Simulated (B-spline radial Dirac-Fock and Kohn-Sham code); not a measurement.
Z = 60 (neodymium), transition energy 100 keV. Calculated with a B-spline atomic structure program, using a Dirac-Hartree-Slater potential of the neutral atom with a Latter tail (no hole, which puts coefficients of high multipoles low close above an edge), finite nucleus with surface currents. Subshells that would emit electrons below 1 keV are left out.

Question: A pure transition shows α(K) = 5.27, L1/L2 = 0.0443 and L1/L3 = 0.0461. What is its multipolarity?
A. E3
B. M1
C. E2
D. M4
E. M3
F. E4
G. E1
H. M2

Answer: A. For comparison, α(K), L1/L2, L1/L3 are E1 0.220, 5.52, 4.26; E2 1.20, 0.334, 0.313; E4 22.4, 0.0175, 0.0192; M1 1.21, 12.5, 64.0; M2 10.8, 8.44, 5.51; M3 64.2, 5.79, 1.18; M4 359, 4.33, 0.514.
